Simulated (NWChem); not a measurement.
# C$_{2}$H$_{5}$BrSi; SMILES [SiH3]/C=C\Br

```xyz
9

Si    -0.5568    -2.1083     0.0000
C      1.0945    -1.2116     0.0000
C      1.2649     0.1114     0.0000
Br    -0.1622     1.3421     0.0000
H     -1.3507    -1.7597     1.2161
H     -0.2849    -3.5770     0.0000
H     -1.3507    -1.7597    -1.2161
H      2.0204    -1.8011     0.0000
H      2.2374     0.6116     0.0000
```
Atoms are numbered in this order, from 1.

Computed with NWChem. Geometry optimised at PBE0/def2-SVP; all other runs use it. This build's default masses of Se (78.918 u) and Br (79.917 u) are each other's, which moves their modes by up to 0.6 %.

```
quantity                                                level  value
-----------------------------------------  ------------------  -----
isotropic polarisability (bohr³), static        PBE/def2-SVPD   77.7
−ε(HOMO) (eV)                                    PBE/def2-SVP      ?
dipole in solution (D) in water            PBE0/def2-SVP, SMD   1.80
vertical, lowest excitation, singlet (eV)  PBE/def2-SVPD, TDA      ?
dipole (D)                                      PBE0/def2-SVP      ?
highest harmonic frequency (cm⁻¹)               PBE0/def2-SVP   3222
```

Problem. Fill in the missing entries.

Solution. 
- −ε(HOMO) (eV), value: 6.30
- vertical, lowest excitation, singlet (eV), value: 5.26
- dipole (D), value: 1.26
